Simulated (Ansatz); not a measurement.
System: Si₂H₄ (charge 0, singlet). SMILES: [SiH][SiH3]
Geometry: optimised at B3LYP-D3(BJ)/def2-TZVP (Ansatz, an electronic-structure program).

Quantity: vertical triplet-singlet gap (E(triplet) - E(singlet); each state is the SCF solution reached for its spin; for the singlet the Hartree-Fock reference is unstable and T1 is 0.015), in kcal/mol. Valence correlation only, unless marked. UHF or UKS for open shells. Spin-orbit coupling is left out. No relativistic terms. Basis-set limits of correlation are two-point, X^-3; Hartree-Fock from the larger set. The bracket is a focal-point correction in the basis named.

```
level               program  vertical triplet-singlet gap (kcal/mol)
------------------  -------  ---------------------------------------
HF/aug-cc-pV(Q+d)Z   Ansatz                                      8.1
```

Task: What does RI-MP2/CBS(aug-cc-pV(T+d)Z,aug-cc-pV(Q+d)Z)+[CCSD(T)-MP2]/aug-cc-pV(T+d)Z (Ansatz) give?

Result: 23.7 kcal/mol
